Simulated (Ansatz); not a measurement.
```yaml
crystal:
  periodic: [false, false, false]
  atoms:
    - {symbol: Te, position_ang: [-1.571393, -0.986132, -0.074553]}
    - {symbol: C, position_ang: [0.461818, -0.026990, 0.232301]}
    - {symbol: I, position_ang: [0.538251, 2.194413, 0.591440]}
    - {symbol: H, position_ang: [-1.399604, -0.319600, -1.556077]}
    - {symbol: H, position_ang: [1.173584, -0.298508, -0.283013]}
    - {symbol: H, position_ang: [0.718283, -0.412948, 1.240083]}
basis:
  gaussian: {orbitals: STO-3G}
magnetization: {spin_polarized: true, initial_magnetization: 1}
hamiltonian: {xc: {name: revPBE}, pseudopotentials: {relativity: none}}
```

```sh
$ ansatz run in.yaml --threads 2 --pin off --events-out ev --progress --plain --max-ram 4352MiB
```

Question: How does Ansatz answer? (Estimate.)

Answer: The calculation gave: The program refused the input.
```
Error: a molecule whose nuclei and cores have a total charge of 114 cannot have a net charge of 0 together with 1 unpaired electrons
```
